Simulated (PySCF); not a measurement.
SMILES CO[B]OC (C₂H₆BO₂), doublet, CAM-B3LYP/def2-SVP optimised geometry.

```
11

C      2.02     0.14     0.00
O      1.24    -1.04     0.00
B     -0.10    -1.04     0.00
O     -0.84     0.08     0.00
C     -2.25     0.10     0.00
H      1.39     1.04     0.00
H      2.67     0.15     0.89
H      2.66     0.15    -0.89
H     -2.61     0.64     0.89
H     -2.61     0.63    -0.90
H     -2.67    -0.92     0.00
```

Density from unrestricted CAM-B3LYP/def2-TZVP in PySCF at that geometry.

Minimum of the electron density along straight lines between bonded atoms, close to the bond critical point (lines longer than 1.1 times the sum of covalent radii, or with two minima, are not listed):

| bond | length / Å | ρ at the minimum / e bohr⁻³ | ∇²ρ there / e bohr⁻⁵ | position (fraction from the first atom) |
|---|---|---|---|---|
| C1–O2 | 1.417 | 0.252 | -0.52 | 0.35 |
| O2–B3 | 1.336 | 0.222 | 1.07 | 0.67 |
| B3–O4 | 1.345 | 0.213 | 1.04 | 0.33 |
| O4–C5 | 1.408 | 0.256 | -0.49 | 0.65 |
| C1–H6 | 1.100 | 0.282 | -1.00 | 0.65 |
| C1–H7 | 1.100 | 0.281 | -0.99 | 0.65 |
| C1–H8 | 1.100 | 0.281 | -0.99 | 0.65 |
| C5–H9 | 1.100 | 0.281 | -0.99 | 0.65 |
| C5–H10 | 1.100 | 0.281 | -0.99 | 0.65 |
| C5–H11 | 1.101 | 0.281 | -0.99 | 0.65 |
